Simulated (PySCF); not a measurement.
Gas-phase reaction: CuH + F = CuF + H. Level: PBE0/def2-QZVP†; standard pressure 1 bar.

Method: PySCF energies plus ideal-gas RRHO corrections (1 bar). † marks an energy on the PBE0/def2-TZVP geometry and frequencies. Open shells (unrestricted): F (multiplicity 2, electronic degeneracy 6), H (multiplicity 2); the rest are closed-shell singlets. Spin-orbit splitting is ignored; it lowers the true energy and changes the entropy of F. Cu: all electrons, no relativistic terms. The harmonic model lacks anharmonicity and excited electronic states, which grow with temperature; levels with a mode under 35 cm⁻¹ are left out.

```tsv
T (K)	1000/T (1/K)	log10 K
600	1.6667	11.85
800	1.2500	?
1000	1.0000	6.88
1200	0.8333	5.65
1400	0.7143	4.78
1600	0.6250	4.12
```

**Question.** Fit log10 K = a + b·(1000/T) to the five rows, get the mean ΔH° and ΔS°, and predict log10 K at 800 K.

**Answer.** Means: 1000/T = 0.9679, log10 K = 6.656. Sums of products about the means: Sxy = 5.11751, Sxx = 0.689362, so b = Sxy/Sxx = 7.42 and a = 6.656 − (7.42)×0.9679 = -0.53.
ΔH° = −R ln 10 × 1000 K × b = −19.145 × (7.42) = -142 kJ; ΔS° = R ln 10 × a = -10 J/K. The run's own values go from -143 kJ and -12 J/K at 600 K to -140 kJ and -9 J/K at 1600 K.
Prediction at 800 K: -0.53 + (7.42)×1.2500 = 8.75. The computed value is 8.74, 0.01 from the line.
For scale, ΔH°(298 K) is -145 kJ at this level, -140 kJ at ωB97M-V/def2-TZVP†, and runs from -204 to -31 kJ over the 20 levels computed.
